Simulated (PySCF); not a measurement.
C4H5ClSi, SMILES ClC1=C[SiH2]C=C1.

Geometry: r2SCAN-D4/def2-SVP.

All values below come from CAM-B3LYP/def2-TZVP in PySCF.

Isolated molecule, no solvent.

Computed frontier levels, gap, dipole moment and polarisability:
- highest occupied level: -8.22 eV
- lowest empty level: -0.73 eV
- orbital gap: 7.49 eV
- dipole moment: 1.20 D
- quadrupole, principal values (traceless, Buckingham form, about the centre of nuclear charge): -4.24, -1.51, 5.75 D·Å
- mean static polarisability: 81.1 bohr³ (12.01 Å³)
- polarisability, principal values: 54.4, 77.7, 111.1 bohr³
